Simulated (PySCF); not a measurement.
Si(H)(I)2(OMe) (CH4I2OSi), SMILES CO[SiH](I)I.

Geometry: B3LYP-D3(BJ)/def2-SVP. The def2 effective core potentials stand for the cores of I; spin–orbit coupling is left out. The values are those of a single conformer.

Two levels are set side by side: PBE/def2-TZVP (PySCF) and r2SCAN/def2-TZVP (PySCF). Same geometry, gas phase. Differences are taken from unrounded values.

| quantity | r2SCAN | PBE | PBE minus r2SCAN |
|---|---|---|---|
| orbital gap (eV) | 4.94 | 4.40 | -0.55 |
| highest occupied level (eV) | -6.81 | -6.51 | 0.30 |
| lowest empty level (eV) | -1.87 | -2.12 | -0.24 |
| dipole moment (D) | 1.86 | 1.75 | -0.10 |
| mean polarisability (bohr³) | 105.6 | 109.2 | 3.6 |

Rough cost on one machine, each run with all the roots and properties that it gave: r2SCAN against PBE about 3 times.
